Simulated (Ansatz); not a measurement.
A structure relaxed at PBE0-D4/def2-TZVP in Ansatz, charge 0, singlet:

```xyz
8

Al    0.965   -0.124    0.442
Li   -1.362    0.572   -0.773
Li    3.231    0.997    1.141
Li   -3.189   -2.060   -0.803
Li    0.205    2.180    1.301
Li    1.478    1.398   -1.569
Li   -1.248   -1.088    1.478
Li   -0.079   -1.875   -1.217
```

Q: Give its formula.

A: Li₇Al (the lowest singlet isomer of a short search).

Q: Summarise the bond lengths by kind (pairs closer than 1.2 times the sum of covalent radii, bridged metal pairs left out).

A: 6 × Al–Li 2.57 to 2.72 Å; 5 × Li–Li 2.80 to 3.06 Å.

The restricted singlet is unstable towards broken spin symmetry in Hartree–Fock (as tested in another run); at PBE0-D4/def2-TZVP this wasn't settled. The structure comes from a short search, and lower isomers may exist.
